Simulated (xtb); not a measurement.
Sn(Cl)(NH2) (ClH2NSn), SMILES [Sn]([NH2])[Cl] (connectivity only; charge and spin as stated), neutral, multiplicity 1. All values are semi-empirical tight-binding results from xtb (GFN2-xTB unless named), good for trends rather than for accurate numbers. The structure is a stationary point at GFN2-xTB. Other conformers were not sampled.

For metal compounds this method's bond lengths and energies can be far off.

Computed properties:
```
Item                                           Value
-------------------------------------  -------------
point group as xtb finds it                       Cs
orbital gap                                  3.68 eV
zero-point energy                      15.0 kcal/mol
G − E(el) at 298.15 K (modified RRHO)  -3.6 kcal/mol
```
